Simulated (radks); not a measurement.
Results of a calculation; reference values are marked as such.
Species: O II. Configuration: 1s(up 1, down 0) 2s2 2p4 (not the ground configuration).

Level of theory: scalar-relativistic Kohn-Sham, PBE, spin-polarised, spherical densities, finite nucleus; open shells are filled with parallel spins first; Fermi nuclear charge, rms radius 2.6991 fm (a radial shooting solver on a logarithmic mesh with Libxc functionals).

Energy parts (hartree):
| part | energy |
|---|---|
| total | -55.06939 |
| kinetic | 54.96760 |
| electron-nucleus | -130.42523 |
| Hartree | 27.09957 |
| exchange-correlation | -6.71133 |

Orbitals (lengths in bohr, moments of r in powers of bohr; r(90%) holds 90 % of the orbital's charge):
orbital	occ.	eigenvalue (hartree)	r(90%)
1s up	1	-22.38170	0.340
2s up	1	-1.68449	1.58
2s down	1	-1.49157	1.66
2p up	3	-1.14048	1.62
2p down	1	-0.93924	1.78

The highest occupied level is 2p down at -25.558 eV. Summed over all electrons, <r^2> = 7.436 bohr^2, which gives a Langevin (diamagnetic) susceptibility term of -5.89 x 10^-6 cm^3/mol. The electron density at the nucleus is 186.4 e/bohr^3 (large components only). The density falls to 0.001 e/bohr^3 at r = 2.76 bohr. Spin moment in Bohr magnetons: 3. The spin density at the nucleus is 165.8 e/bohr^3 (1s 165.0, 2s 0.8).

Empty levels of this run are not shown, since the potential may be unsettled where no density lies.
